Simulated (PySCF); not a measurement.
# Core-level binding energies of `BC(B)C1CCC1`

Species: C₅H₁₂B₂.
Structure used (PBE0-D3(BJ)/def2-SVP), in Å, numbered top down from 1:
```xyz
19
C5H12B2 angstrom
B     -2.036   -1.094   -0.350
C     -1.089    0.137   -0.422
B     -1.985    1.369   -0.106
C      0.252    0.043    0.279
C      1.326    1.128    0.047
C      2.397    0.025    0.127
C      1.292   -1.005   -0.173
H     -3.003   -1.171   -1.072
H     -1.822   -1.989    0.438
H     -1.005    0.249   -1.533
H     -2.950    1.619   -0.790
H     -1.730    2.090    0.833
H      0.077   -0.066    1.363
H      1.379    1.969    0.756
H      1.251    1.539   -0.974
H      3.253    0.083   -0.561
H      2.783   -0.087    1.152
H      1.208   -1.195   -1.256
H      1.318   -1.973    0.349
```

Computed with PySCF, delta-SCF UKS SCAN, pcX-2 on the ionised atom, pcseg-1 elsewhere, spin-free X2C. Each binding energy is the total energy of the core-ionised species, with the hole localised on one atom, minus that of the ground state; both are solved self-consistently, so orbital relaxation is included.

List the computed XPS lines with their assignment.

```csv
atom(s),bonded to,level,binding energy (eV),above the level's lowest (eV),count
C2,"C, H and 2 B",C 1s,289.93,0.00,1
C4,3 C and H,C 1s,290.36,+0.43,1
C5/C7,2 C and 2 H,C 1s,290.26,+0.33,2
C6,2 C and 2 H,C 1s,290.38,+0.45,1
```

The listed C 1s values span 0.45 eV, from C2 (bonded to C, H and 2 B) to C6 (bonded to 2 C and 2 H). The widest gap between neighbouring values is 0.33 eV, between 289.93 and 290.26 eV. Summing the Pauling electronegativity differences to the bonded atoms, each weighted by its formal bond order, gives -1.37 for the lowest site and -0.70 for the highest; the largest sum, -0.35, belongs to C4, 0.02 eV below the top. The values 290.36 and 290.38 eV lie too close for their order to be trusted.

Express the binding energy of C 1s of C6 in atomic units and per mole.

290.38 eV = 10.6713 Eh = 28017 kJ/mol.

Which photon energy gives electrons from C 1s of C6 a kinetic energy of 50 eV, and what is their de Broglie wavelength?

hν = 290.38 + 50 = 340.38 eV, recoil neglected; λ = 12.264 Å/√(E/eV) = 1.73 Å.

Atoms equivalent by their bonding share one computed value, that of the first of them. Not every level is listed. No level of boron is listed. The structure is a single PBE0-D3(BJ)/def2-SVP conformer in the gas phase; no vibrational or solvent corrections.
